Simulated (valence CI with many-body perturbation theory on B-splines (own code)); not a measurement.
# Gd²⁴⁺: magnetic and hyperfine properties of the levels

Computed by valence CI with perturbative core correlation (CI+MBPT): four valence electrons over a frozen Dirac-Fock core [Kr], radial functions for each j: 7 s, 7 p, 8 d, 6 f, 4 g, 1 h, with the one-electron correlation potential Σ1, the two-electron term Σ2, the three-electron term Σ3, Breit, model QED; selected CI, second order for the rest, scaled by the run's own slope (own B-spline code, finite nucleus).

No measured spectrum was set against this ion. As an estimate, terms of the open shell hold to 2 to 4 % of their energy, and close levels can change places. The list stops below the first excitations out of the core.

A/g_I is the dipole constant over the nuclear g factor μ/I (μ in nuclear magnetons, uniformly magnetised nucleus), B/Q the quadrupole constant per barn. Both hold the static response of the core; the bare values leave it out. Large factors of s and p1/2 electrons are usually good to 5 to 10 %; those of open d and f shells near neutrality can be off by tens of per cent, and small factors of p3/2, d and f electrons come from cancelling terms and can be off by a factor of two or in sign, in half-filled shells by more. B is blank for J = 1/2, where it vanishes, and for nearly pure S terms. Energies count from the lowest level. Levels with J = 0 are left out.

Levels are named by their leading jj configuration (3d3/2^4 stands for four electrons in 3d with j = 3/2), which in mixed levels can hold well under half, so a name can repeat and another be missing. Letters in brackets count levels of one name in rising energy.

```csv
Level,E (eV),g,A/g_I (MHz),A/g_I bare,B/Q (MHz/b),B/Q bare
(4d3/2^3 4d5/2) J=1,5.048,1.498,-968,-296,2960,2820
(4d3/2^3 4d5/2) J=2,7.886,1.382,3030,3490,3990,3810
(4d3/2^3 4d5/2) J=4,8.850,1.145,7220,7280,-1170,-1170
(4d3/2^3 4d5/2) J=3,9.231,1.295,5330,5640,1430,1350
(4d3/2^2 4d5/2^2) J=4 [a],13.844,1.148,6110,6190,-2620,-2530
(4d3/2^2 4d5/2^2) J=2 [a],14.634,1.025,4970,4870,5640,5410
(4d3/2^2 4d5/2^2) J=3 [a],14.656,1.029,6440,6340,1650,1570
(4d3/2^2 4d5/2^2) J=5,15.916,1.080,7050,7020,6810,6490
(4d3/2^2 4d5/2^2) J=1,16.520,1.223,6860,7040,104,82.8
(4d3/2^2 4d5/2^2) J=6,16.909,1.094,7370,7350,7800,7440
(4d3/2^2 4d5/2^2) J=4 [b],18.058,1.030,8110,7990,-3200,-3030
(4d3/2^2 4d5/2^2) J=3 [b],18.365,1.144,7390,7450,2820,2690
(4d3/2^2 4d5/2^2) J=2 [b],18.380,1.131,6660,6710,1910,1820
(4d3/2 4d5/2^3) J=4 [a],21.115,1.209,5030,5210,3210,3070
(4d3/2^2 4d5/2^2) J=2 [c],21.827,1.038,9510,9400,-162,-169
(4d3/2 4d5/2^3) J=3 [a],22.724,1.120,4710,4760,801,782
(4d3/2 4d5/2^3) J=5,24.087,1.149,6010,6090,-4550,-4360
(4d3/2 4d5/2^3) J=1 [a],24.164,0.814,8650,8200,3030,2880
(4d3/2^2 4d5/2^2) J=4 [c],24.377,1.112,5740,5770,5180,4950
(4d3/2 4d5/2^3) J=6,24.609,1.068,7040,6990,9530,9140
(4d3/2^2 4d5/2^2) J=2 [d],25.417,1.337,4910,5290,-1960,-1850
(4d3/2 4d5/2^3) J=2 [a],27.125,0.979,8360,8160,6400,6100
(4d3/2 4d5/2^3) J=3 [b],27.279,1.085,6770,6750,4190,4030
(4d3/2 4d5/2^3) J=3 [c],31.061,1.064,7540,7480,10000,9570
(4d3/2 4d5/2^3) J=1 [b],31.177,1.458,848,1440,-4250,-4050
(4d3/2 4d5/2^3) J=4 [b],31.661,1.034,7340,7240,7510,7200
(4d3/2 4d5/2^3) J=2 [b],32.135,1.082,7140,7110,-3720,-3550
(4d5/2^4) J=4,33.216,1.158,5490,5590,-6830,-6510
(4d5/2^4) J=2,37.583,1.009,6300,6160,-2760,-2640
```

**Question.** Take the isotope of mass number 157, with I = 3/2, μ = -0.3398 μN and Q = 1.35 b. What is the hyperfine structure of (4d3/2^3 4d5/2) J=3?

**Answer.** From the table A = -1210 MHz, B = 1930 MHz. Shifts from the centre of gravity in MHz: F = 3/2: 8420, F = 5/2: 3950, F = 7/2: -965, F = 9/2: -4960.
